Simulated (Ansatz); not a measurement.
`BN([SiH3])[SiH3]` + `[SiH3]`• → `BN([SiH2])[SiH3]`• + SiH₄ at 500 K and 1 bar (hydrogen abstraction from the Si–H bond).

Calculated with Ansatz (gas phase, PBE0-D4/def2-TZVP geometries, no zero-point term in ΔE). CCSD(T)/CBS is the MP2 limit (def2-TZVPP, def2-QZVPP) plus CCSD(T) − MP2 in def2-TZVPP, frozen cores. This one scheme is used for every species. No spin–orbit coupling; open shells (•) take unrestricted orbitals.

```
            species  CCSD(T)/CBS energy (Eh)  H − E (kJ/mol)  S (J/(mol·K))
 `BN([SiH3])[SiH3]`               -662.52490           256.0          420.0
          `[SiH3]`•               -290.80808            75.1          240.4
`BN([SiH2])[SiH3]`•               -661.86932           229.0          417.3
               SiH₄               -291.46306           102.4          230.9
```

H − E and S are ideal-gas, rigid-rotor, harmonic terms from PBE0-D4/def2-TZVP, for one conformer and one mirror image of each species, with the whole ground term of open shells counted as degenerate. 1 Eh = 2625.50 kJ/mol, R = 8.31446 J/(mol·K).

Question: By hand: ΔE, ΔH, ΔS and ΔG.

Answer: ΔE = (-661.86932) + (-291.46306) − (-662.52490) − (-290.80808) = 0.00060 Eh = 1.6 kJ/mol. Δ(H − E) = 229.0 + 102.4 − 256.0 − 75.1 = 0.3, so ΔH = 1.9 kJ/mol. ΔS = 417.3 + 230.9 − 420.0 − 240.4 = -12.2 J/(mol·K). ΔG = 1.9 − 500 × (-12.2)/1000 = 8.0 kJ/mol.

Question: By hand: the equilibrium constant, and the temperature at which ΔG would vanish if ΔH and ΔS stayed fixed.

Answer: log₁₀ K = −ΔG/(RT ln 10) = -0.8. ΔH and −TΔS have one sign here, so there is no such temperature.

TΔS isn't small against ΔH here. A doubt of 5 kJ/mol in ΔE shifts log₁₀ K by 0.5 here. Other conformers and mirror images would add mixing entropy, several J/(mol·K) or more a flexible species. Modes under 60 cm⁻¹, often nearly free rotors, make the harmonic entropy too high. These are equilibria of isolated gas molecules and say nothing of rates. Largest T1 diagnostic: 0.015 (customary marks: 0.02 for closed shells, 0.045 for open ones).

ΔS is within the doubt of such terms, so its sign, and with it that verdict, could turn.
